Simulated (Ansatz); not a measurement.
Potential energy curve for Be2, singlet.

RCCSDT = CCSDT on RHF/cc-pVTZ, frozen core run with Ansatz (an electronic-structure program); FCI = Ansatz with full CI/cc-pVTZ, frozen core; RKS-PBE = restricted PBE/cc-pVTZ (Ansatz); RKS-CAM-B3LYP = Ansatz with restricted CAM-B3LYP/cc-pVTZ; RCCSDT(Q) = Ansatz with CCSDT(Q) on RHF/cc-pVTZ, frozen core.

Energies are in kJ/mol, each relative to the lowest point of its own curve near equilibrium.

| R / Å | RCCSDT | FCI | RKS-PBE | RKS-CAM-B3LYP | RCCSDT(Q) |
|---|---|---|---|---|---|
| 1.90 | 57.1 | 55.9 | 59.3 | 68.3 | 56.1 |
| 2.03 | 27.5 | 26.6 | 27.6 | 36.0 | 26.7 |
| 2.11 | 16.3 | 15.6 | 15.6 | 23.2 | 15.7 |
| 2.26 | 4.7 | 4.3 | 3.4 | 9.0 | 4.4 |
| 2.38 | 1.0 | 0.8 | 0.2 | 3.4 | 0.9 |
| 2.44 | 0.3 | 0.2 | 0.0 | 1.8 | 0.2 |
| 2.52 | 0.0 | 0.0 | 0.7 | 0.6 | 0.0 |
| 2.62 | 0.3 | 0.5 | 2.8 | 0.0 | 0.4 |
| 2.65 | 0.5 | 0.7 | 3.6 | 0.0 | 0.6 |
| 2.77 | 1.4 | 1.7 | 7.2 | 0.2 | 1.6 |
| 2.90 | 2.4 | 2.8 | 11.5 | 0.8 | 2.7 |
| 3.09 | 3.5 | 4.1 | 17.6 | 1.8 | 3.9 |
| 3.43 | 4.5 | 5.2 | 26.6 | 3.2 | 5.0 |
| 3.72 | 4.9 | 5.7 | 31.9 | 3.9 | 5.5 |
| 4.15 | 5.3 | 6.1 | 36.5 | 4.5 | 5.9 |
| 4.48 | 5.6 | 6.5 | 38.4 | 4.7 | 6.2 |
| 5.06 | 6.0 | 6.9 | 39.9 | 4.9 | 6.7 |
| 5.46 | 6.3 | 7.1 | 40.4 | 4.9 | 6.9 |
| 6.24 | 6.5 | 7.4 | 40.9 | 4.9 | 7.2 |
| 6.77 | 6.6 | 7.5 | 41.0 | 4.9 | 7.3 |
| 7.47 | 6.7 | 7.6 | 41.1 | 4.9 | 7.3 |

At the longest distance, 7.47 Å, RKS-PBE lies highest above its minimum (41.1 kJ/mol) and RKS-CAM-B3LYP lowest (4.9 kJ/mol).

Also computed but left out beside FCI, since their determinant holds another spin at the minimum (<S²> over 0.7 above the pure value): UHF, UMP2, UCCSDT, UCCSDT(Q), UHF/LANL2DZ, UMP2/6-31G*.
